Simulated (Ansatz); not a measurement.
Geometry optimisation, Ansatz, RKS PBE-D4/6-31G*.

input.yaml

```yaml
crystal:
  periodic: [false, false, false]
  atoms:
    - { symbol: B, position_ang: [0.0, 0.0, 0.0] }
    - { symbol: F, position_ang: [0.0, 0.0, 1.67] }
    - { symbol: F, position_ang: [1.1431, 0.0, -0.66] }
    - { symbol: F, position_ang: [-1.1431, 0.0, -0.66] }
    - { symbol: "N", position_ang: [0.0773, -1.7539, 0.5833] }
    - { symbol: H, position_ang: [-0.441, -2.5119, 0.0539] }
    - { symbol: C, position_ang: [0.8576, -2.0964, 1.7812] }
    - { symbol: H, position_ang: [0.9977, -3.1964, 1.8301] }
    - { symbol: H, position_ang: [1.849, -1.5995, 1.7321] }
    - { symbol: H, position_ang: [0.3162, -1.7522, 2.687] }
    - { symbol: H, position_ang: [0.0473, -1.0728, 1.5337] }
basis:
  gaussian: { orbitals: "6-31G*" }
hamiltonian:
  xc: pbe
  dispersion: d4
relax:
  f_tol: 0.15
  max_steps: 25
  restrain:
    - { distance: [0, 4], at: 2.75, k: 30.0 }
    - { distance: [10, 1], at: 2.12, k: 30.0 }
    - { distance: [0, 1], at: 1.32, k: 30.0 }
    - { distance: [10, 4], at: 1.06, k: 30.0 }
```

Command:

```bash
$ ansatz run input.yaml --threads 2 --pin off --max-ram 3072MiB --backend cpu --events-out ev --progress --plain --runs-dir out
```

**Question.** Where does it end, and by what steps?

**Answer.** The run converged. The restraints hold the end off the free minimum. After 17 steps the energy has fallen by 5.190 eV (the restraints' own energy left out); F2 moved furthest, 1.27 Å. Parted: B1–N5, F2–H11, C7–H11.

```
step  energy less start (eV)  largest force component (eV/Å)  accepted
   0                  0.0000                           7.226       yes
   1                 -0.6693                           4.628       yes
   2                 -1.0226                           4.732       yes
   3                 -1.7545                           4.360       yes
   4                 -3.1907                           4.680       yes
   5                 -4.2258                           2.876       yes
   6                 -4.8150                           1.964       yes
   7                 -5.0125                           1.243       yes
   8                 -5.0516                           0.766       yes
   9                 -5.0741                           0.547       yes
  10                 -5.1307                           0.681       yes
  11                 -5.1684                           0.766       yes
  12                 -5.1702                           0.793        no
  13                 -5.1745                           0.756       yes
  14                 -5.1823                           0.736       yes
  15                 -5.1869                           0.729       yes
  16                 -5.1847                           1.026        no
  17                 -5.1899                           0.790       yes
```

```xyz
11
Properties=species:S:1:pos:R:3
B 0.063 0.392 -0.235
F -0.607 0.760 0.856
F 1.394 0.371 -0.208
F -0.586 0.220 -1.382
N -0.209 -1.958 1.137
H -0.875 -2.735 1.082
C 1.035 -2.379 1.790
H 1.517 -3.163 1.182
H 1.724 -1.519 1.823
H 0.919 -2.769 2.824
H -0.671 -1.202 1.682
```

Whether the end is a true minimum wasn't checked by a vibrational analysis.

Run time: 39 s on 2 threads of Intel(R) Xeon(R) Platinum 8259CL CPU @ 2.50GHz (Skylake/Cascade Lake) (shared host), peak memory 0.17 GiB.
